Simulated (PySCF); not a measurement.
**Assigning NMR signals**

Structure with atom numbers: `[CH:1]#[C:2]/[CH:3]=[CH:4]\[Si@@H:5]([NH2:6])[F:7]`; H(Xn) means a hydrogen on atom n.

- PBE0/pcSseg-1 with gauge-including orbitals
- GFN2-xTB geometry
- program: PySCF 2.14
- relativity neglected, gas phase, single conformer, equivalent nuclei averaged

Scale: 13C (σ = 186.93 ppm) and 1H (σ = 31.72 ppm) vs TMS (reference shieldings calculated alike).

Q: Assign these signals to the numbered atoms. 13C{1H} NMR (computed): δ 155.8, 133.2, 92.8, 88.1.

A: 
| δ (ppm) | atoms | environment | reason |
| --- | --- | --- | --- |
| 155.8 | C4 | alkene CH | as expected for a trigonal carbon in a double bond |
| 133.2 | C3 | alkene CH | – |
| 92.8 | C1 | terminal alkyne carbon | sp carbons lie upfield of alkene carbons because the cylindrical π system leaves one tensor component strongly shielded |
| 88.1 | C2 | alkyne carbon | sp carbons lie upfield of alkene carbons because the cylindrical π system leaves one tensor component strongly shielded |

Q: Assign these signals to the numbered atoms. 1H NMR (400 MHz, computed): δ 6.70 (m, 1H), 6.54 (m, 1H), 5.41 (m, 1H), 2.98 (d, 1H), 0.93 (br s, 2H).

A: 
6.70 → H(C4), hydrogen on an alkene CH: olefinic region
6.54 → H(C3), hydrogen on an alkene CH
5.41 → H(Si5), hydrogen on a silicon bonded to C, F, N
2.98 → H(C1), hydrogen on a terminal alkyne carbon: it lies on the axis of the triple bond, in its shielding cone
0.93 → H(N6), hydrogen on a nitrogen bonded to Si: labile proton, position sensitive to the medium

OH and NH positions are those of a molecule without intermolecular hydrogen bonds; in solution they move with solvent, concentration and temperature, and exchange usually removes their couplings. Splittings by 19F in the carbon and heteronuclear signals aren't shown, as no couplings were computed. Shifts are as computed. Against solution values, carbons near 30 ppm lie about +3 ppm off and those near 130 ppm about +5 ppm. Of 1309 compounds with measured shifts, 239 miss one by over three times the rms of a fit or turn the order of signals round; such compounds aren't used in these exercises. Multiplicities follow the n + 1 count of equivalent neighbours, as no J values were calculated; m marks all less simple cases, F and P coupling included.
